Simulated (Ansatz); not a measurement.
Relaxation of ClH$_{6}$NO$_{3}$Zr (12 atoms, charge 0, multiplicity 1), to a largest force component of 0.03 eV/Å in at most 50 steps.

Computed with RKS PBE-D4/def2-SVP in Ansatz.

```xyz
12
Properties=species:S:1:pos:R:3:forces:R:3
Zr -0.670 -0.358 -0.705 -0.89 -0.10 0.49
N 0.348 -0.085 2.550 -0.37 -0.04 0.32
H 0.556 -0.840 3.220 0.02 0.03 -0.02
H 0.561 0.793 3.041 0.03 0.02 -0.01
O 1.103 -0.519 0.011 -0.04 -0.03 0.08
H 1.081 -0.376 1.021 -0.04 0.03 -0.06
O -0.873 1.475 -1.342 -0.05 -0.11 0.02
H -1.531 2.115 -1.653 0.05 -0.01 0.01
Cl -1.080 -1.901 -2.492 0.02 0.02 0.01
O -2.031 -0.686 0.771 0.82 0.15 -0.74
H -2.906 -1.102 0.850 0.06 0.07 -0.03
H -0.689 -0.109 2.424 0.39 -0.04 -0.07
```

**Question.** Where does it end, and by what steps?

**Answer.** The forces met the threshold. The force dipped under the threshold on the way, but the program's further checks kept it going. After 20 steps the energy has fallen by 0.203 eV; O7 moved furthest, 0.81 Å.

```csv
step,energy less start (eV),largest force component (eV/Å),accepted
0,0.0000,0.894,yes
1,-0.0723,0.543,yes
2,-0.0898,0.277,yes
3,-0.1075,0.193,yes
4,-0.1274,0.114,yes
5,-0.1356,0.517,yes
6,-0.1455,0.218,yes
7,-0.1690,0.367,yes
8,-0.1622,0.596,no
9,-0.1825,0.152,yes
10,-0.1811,1.000,no
11,-0.1900,0.066,yes
12,-0.1949,0.274,yes
13,-0.1956,0.234,yes
14,-0.1983,0.202,yes
15,-0.1997,0.181,yes
16,-0.2015,0.060,yes
17,-0.2025,0.018,yes
18,-0.2028,0.023,yes
19,-0.2032,0.041,yes
20,-0.2034,0.026,yes
```

```xyz
12
Properties=species:S:1:pos:R:3
Zr -0.837 -0.195 -0.762
N 0.480 -0.386 2.688
H 0.884 -1.250 3.072
H 0.542 0.327 3.426
O 0.828 0.194 0.098
H 0.910 0.034 1.107
O -1.448 1.276 -1.873
H -1.295 2.134 -2.295
Cl -0.655 -2.208 -2.068
O -2.041 -0.511 0.762
H -2.974 -0.440 1.016
H -0.524 -0.568 2.523
```

Whether the end is a true minimum wasn't checked by a vibrational analysis.

Time of the run: 43 s on 4 threads of Arm Neoverse V1, on a shared host, peak memory 0.2 GiB.
